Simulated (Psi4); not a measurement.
Psi4 input (wB97X-D/6-311+G**):

```
memory 1500 MB

molecule {
0 1
N    -0.18320800   -0.06798200   -1.67848600
Si   -0.01064500   -0.00903100    0.01749800
O    -1.12233400   -0.90631800    0.80858500
O    -0.22490300    1.54387200    0.51386000
O     1.45939200   -0.62742300    0.41796000
H    -0.97033400    0.39112700   -2.11073000
H     0.04603200   -0.91911200   -2.16859900
H    -1.08653500   -0.92093600    1.76829100
H     0.31118100    2.22442400    0.10085200
H     2.23390900   -0.25424600   -0.00862400
symmetry c1
no_reorient
no_com
}

set {
  basis 6-311+G**
  reference rks
  scf_type df
  df_basis_scf def2-universal-jkfit
  dft_radial_points 99
  dft_spherical_points 590
  e_convergence 1e-8
  d_convergence 1e-7
  maxiter 150
}

e = energy('wb97x-d')
print_out(f'\nFINAL {e:.10f} DIPOLE {variable("CURRENT DIPOLE")[0]:.6f} {variable("CURRENT DIPOLE")[1]:.6f} {variable("CURRENT DIPOLE")[2]:.6f}\n')
```

Output:

```
   => Loading Basis Set <=

    Name: 6-311+G**
    Role: ORBITAL
    Keyword: BASIS
    atoms 1    entry N          line   150 file 6-311pgss.gbs
    atoms 2    entry SI         line   351 file 6-311pgss.gbs
    atoms 3-5  entry O          line   171 file 6-311pgss.gbs
    atoms 6-10 entry H          line    42 file 6-311pgss.gbs

   => WB97X-D: Empirical Dispersion <=

    Chai and Head-Gordon Dispersion Correction
    Chai, J.-D.; Head-Gordon, M. (2010), J. Chem. Phys., 132: 6615-6620

        s6 =       1.000000

         ---------------------------------------------------------
                                   SCF
               by Justin Turney, Rob Parrish, Andy Simmonett
                          and Daniel G. A. Smith
                              RKS Reference
         ---------------------------------------------------------

  ==> Geometry <==

    Molecular point group: c1
    Full point group: C1

    Geometry (in Angstrom), charge = 0, multiplicity = 1:

       Center              X                  Y                   Z               Mass
    ------------   -----------------  -----------------  -----------------  -----------------
         N           -0.183208000000    -0.067982000000    -1.678486000000    14.003074004430
         SI          -0.010645000000    -0.009031000000     0.017498000000    27.976926534650
         O           -1.122334000000    -0.906318000000     0.808585000000    15.994914619570
         O           -0.224903000000     1.543872000000     0.513860000000    15.994914619570
         O            1.459392000000    -0.627423000000     0.417960000000    15.994914619570
         H           -0.970334000000     0.391127000000    -2.110730000000     1.007825032230
         H            0.046032000000    -0.919112000000    -2.168599000000     1.007825032230
         H           -1.086535000000    -0.920936000000     1.768291000000     1.007825032230
         H            0.311181000000     2.224424000000     0.100852000000     1.007825032230
         H            2.233909000000    -0.254246000000    -0.008624000000     1.007825032230

  Running in c1 symmetry.

  Rotational constants: A =      0.13335  B =      0.12986  C =      0.12302 [cm^-1]
  Rotational constants: A =   3997.85817  B =   3893.17213  C =   3687.97666 [MHz]
  Nuclear repulsion =  267.046148800922140

  Charge       = 0
  Multiplicity = 1
  Electrons    = 50
  Nalpha       = 25
  Nbeta        = 25

  ==> Algorithm <==

  SCF Algorithm Type is DF.
  DIIS enabled.
  MOM disabled.
  Fractional occupation disabled.
  Guess Type is SAD.
  Energy threshold   = 1.00e-08
  Density threshold  = 1.00e-07
  Integral threshold = 1.00e-12

  ==> Primary Basis <==

  Basis Set: 6-311+G**
    Blend: 6-311+G**
    Number of shells: 74
    Number of basis functions: 148
    Number of Cartesian functions: 153
    Spherical Harmonics?: true
    Max angular momentum: 2

  ==> DFT Potential <==

   => LibXC <=

    Version 7.1.2
    S. Lehtola, C. Steigemann, M. J. T. Oliveira, and M. A. L. Marques,  SoftwareX 7, 1–5 (2018) (10.1016/j.softx.2017.11.002)

   => Composite Functional: WB97X-D <=

    wB97X-D Hyb-GGA Exchange-Correlation Functional

    J.-D. Chai and M. Head-Gordon,  Phys. Chem. Chem. Phys. 10, 6615–6620 (2008) (10.1039/B810189B)

    Deriv               =              1
    GGA                 =           TRUE
    Meta                =          FALSE

    Exchange Hybrid     =           TRUE
    MP2 Hybrid          =          FALSE

   => Exchange-Correlation Functionals <=

    1.0000   wB97X-D range-separated functional

   => Exact (HF) Exchange <=

    0.7780            HF,LR [omega = 0.2000]
    0.2220               HF

   => LibXC Density Thresholds  <==

    XC_HYB_GGA_XC_WB97X_D:  1.00E-14

   => Molecular Quadrature <=

    Radial Scheme          =       TREUTLER
    Pruning Scheme         =           NONE
    Nuclear Scheme         =       TREUTLER

    Blocking Scheme        =         OCTREE
    BS radius alpha        =              1
    Pruning alpha          =              1
    Radial Points          =             99
    Spherical Points       =            590
    Total Points           =         556987
    Total Blocks           =           3920
    Max Points             =            256
    Max Functions          =            144
    Weights Tolerance      =       1.00E-15

   => Loading Basis Set <=

    Name: DEF2-UNIVERSAL-JKFIT
    Role: JKFIT
    Keyword: DF_BASIS_SCF
    atoms 1    entry N          line   258 file def2-universal-jkfit.gbs
    atoms 2    entry SI         line   737 file def2-universal-jkfit.gbs
    atoms 3-5  entry O          line   318 file def2-universal-jkfit.gbs
    atoms 6-10 entry H          line    18 file def2-universal-jkfit.gbs

  ==> Integral Setup <==

  SCF_SUBTYPE=INCORE selected. In-core MEM_DF algorithm will be used.
  Using in-core AOs.

  ==> MemDFJK: Density-Fitted J/K Matrices <==

    J tasked:                   Yes
    K tasked:                   Yes
    wK tasked:                  Yes
    Omega:                2.000E-01
    Algorithm:                 Core
    Schwarz Cutoff:           1E-12
    Mask sparsity (%):       2.1001
    Fitting Condition:        1E-10

   => Auxiliary Basis Set <=

  Basis Set: DEF2-UNIVERSAL-JKFIT
    Blend: DEF2-UNIVERSAL-JKFIT
    Number of shells: 168
    Number of basis functions: 526
    Number of Cartesian functions: 627
    Spherical Harmonics?: true
    Max angular momentum: 4

  Cached 33.3% of DFT collocation blocks in 0.550 [GiB].

  Minimum eigenvalue in the overlap matrix is 9.0904209601E-04.
  Reciprocal condition number of the overlap matrix is 1.0430589459E-04.
    Using symmetric orthogonalization.

  ==> Pre-Iterations <==

  SCF Guess: Superposition of Atomic Densities via on-the-fly atomic UHF (no occupation information).

   -------------------------
    Irrep   Nso     Nmo
   -------------------------
     A        148     148
   -------------------------
    Total     148     148
   -------------------------

  ==> Iterations <==

                           Total Energy        Delta E     RMS |[F,P]|

   @DF-RKS iter SAD:  -572.16006385645858   -5.72160e+02   0.00000e+00
   @DF-RKS iter   1:  -572.57803329275339   -4.17969e-01   8.39639e-03 DIIS/ADIIS
   @DF-RKS iter   2:  -572.54436028669420    3.36730e-02   8.71572e-03 DIIS/ADIIS
   @DF-RKS iter   3:  -573.11757296442204   -5.73213e-01   4.95725e-04 DIIS/ADIIS
   @DF-RKS iter   4:  -573.11885659080860   -1.28363e-03   2.34644e-04 DIIS/ADIIS
   @DF-RKS iter   5:  -573.11929110615517   -4.34515e-04   6.48505e-05 DIIS
   @DF-RKS iter   6:  -573.11932646057971   -3.53544e-05   9.67375e-06 DIIS
   @DF-RKS iter   7:  -573.11932747910464   -1.01852e-06   1.89187e-06 DIIS
   @DF-RKS iter   8:  -573.11932753348401   -5.43794e-08   9.42317e-07 DIIS
   @DF-RKS iter   9:  -573.11932754295401   -9.47000e-09   4.05812e-07 DIIS
   @DF-RKS iter  10:  -573.11932754474026   -1.78625e-09   7.59579e-08 DIIS
  Energy and wave function converged.

  ==> Post-Iterations <==

   Electrons on quadrature grid:
      Ntotal   =   50.0000006520 ; deviation = 6.520e-07

    Orbital Energies [Eh]
    ---------------------

    Doubly Occupied:

       1A    -66.305517     2A    -19.249303     3A    -19.249299
       4A    -19.242628     5A    -14.415827     6A     -5.433228
       7A     -3.778673     8A     -3.778403     9A     -3.777269
      10A     -1.131250    11A     -1.101835    12A     -1.096471
      13A     -0.955075    14A     -0.678736    15A     -0.618974
      16A     -0.604604    17A     -0.581782    18A     -0.558490
      19A     -0.481609    20A     -0.453094    21A     -0.447564
      22A     -0.428657    23A     -0.423026    24A     -0.402641
      25A     -0.365037

    Virtual:

      26A      0.039265    27A      0.075654    28A      0.077841
      29A      0.081115    30A      0.151378    31A      0.155210
      32A      0.169425    33A      0.170236    34A      0.186159
      35A      0.204889    36A      0.220891    37A      0.226232
      38A      0.229653    39A      0.241211    40A      0.257702
      41A      0.259067    42A      0.279440    43A      0.282227
      44A      0.282817    45A      0.301043    46A      0.313868
      47A      0.319488    48A      0.339163    49A      0.360112
      50A      0.364436    51A      0.364596    52A      0.409013
      53A      0.417709    54A      0.423687    55A      0.448464
      56A      0.461854    57A      0.491871    58A      0.539304
      59A      0.588767    60A      0.620512    61A      0.638645
      62A      0.651246    63A      0.694272    64A      0.765915
      65A      0.808654    66A      0.820813    67A      0.916971
      68A      0.919682    69A      1.010111    70A      1.017384
      71A      1.039553    72A      1.116851    73A      1.121427
      74A      1.149911    75A      1.150519    76A      1.180349
      77A      1.193641    78A      1.214730    79A      1.227521
      80A      1.227788    81A      1.245424    82A      1.309617
      83A      1.378128    84A      1.403873    85A      1.411745
      86A      1.462530    87A      1.519453    88A      1.549892
      89A      1.560516    90A      1.594085    91A      1.625589
      92A      1.668938    93A      1.713914    94A      1.798380
      95A      1.817086    96A      1.825188    97A      1.944460
      98A      2.041589    99A      2.091598   100A      2.130662
     101A      2.139985   102A      2.170619   103A      2.502484
     104A      2.541430   105A      2.571682   106A      2.601688
     107A      2.604395   108A      2.651056   109A      2.726771
     110A      2.842713   111A      2.922740   112A      2.990107
     113A      3.008179   114A      3.072121   115A      3.089437
     116A      3.122341   117A      3.195275   118A      3.196794
     119A      3.199413   120A      3.215764   121A      3.253013
     122A      3.325077   123A      3.493145   124A      3.507720
     125A      3.890187   126A      3.932103   127A      3.950592
     128A      4.003894   129A      4.400474   130A      4.823566
     131A      5.069177   132A      5.100518   133A      5.105051
     134A      5.119061   135A      5.181441   136A      5.209391
     137A      5.586898   138A      5.608765   139A      5.647517
     140A      5.999387   141A     11.597556   142A     11.621324
     143A     11.645429   144A     35.706007   145A     50.048466
     146A     50.052320   147A     50.063206   148A    141.453865

    Final Occupation by Irrep:
              A
    DOCC [    25 ]
    NA   [    25 ]
    NB   [    25 ]

  @DF-RKS Final Energy:  -573.11932754474026

   => Energetics <=

    Nuclear Repulsion Energy =            267.0461488009221398
    One-Electron Energy =               -1322.2476062661248761
    Two-Electron Energy =                 521.5603272723750479
    DFT Exchange-Correlation Energy =     -39.4753403997995349
    Empirical Dispersion Energy =          -0.0028569521130190
    VV10 Nonlocal Energy =                  0.0000000000000000
    Total Energy =                       -573.1193275447402584

Computation Completed

Properties will be evaluated at   0.000000,   0.000000,   0.000000 [a0]

Properties computed using the SCF density matrix

 Multipole Moments:

 ------------------------------------------------------------------------------------
     Multipole            Electronic (a.u.)      Nuclear  (a.u.)        Total (a.u.)
 ------------------------------------------------------------------------------------

 L = 1.  Multiply by 2.5417464519 to convert [e a0] to [Debye]
 Dipole X            :          0.5456366            0.0000132            0.5456499
 Dipole Y            :          0.4504239           -0.0000057            0.4504182
 Dipole Z            :         -0.6148312           -0.0000000           -0.6148312
 Magnitude           :                                                    0.9373514

 ------------------------------------------------------------------------------------

FINAL -573.1193275447 DIPOLE 0.545650 0.450418 -0.614831

*** Psi4 exiting successfully. Buy a developer a beer!
```

The geometry given is a B3LYP-D3(BJ)/def2-TZVP minimum.
